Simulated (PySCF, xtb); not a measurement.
WBr₄, SMILES [Br][W]([Br])([Br])[Br] (connectivity only; charge and spin as stated), neutral, multiplicity 3.

Harmonic wavenumbers (cm⁻¹) from GFN2-xTB (xtb) at its own minimum, in rising order: 47, 48, 51, 51, 51, 215, 257, 257, 257.

What does B3LYP-D3(BJ)/def2-SVP (PySCF) give at its own minimum? (Estimate from the structure and the level; the computed values follow.)

52, 52, 61, 61, 61, 241, 277, 277, 277. Paired by order, the mean absolute difference is 14 cm⁻¹ and the zero-point energies are 1.8 and 1.9 kcal/mol.
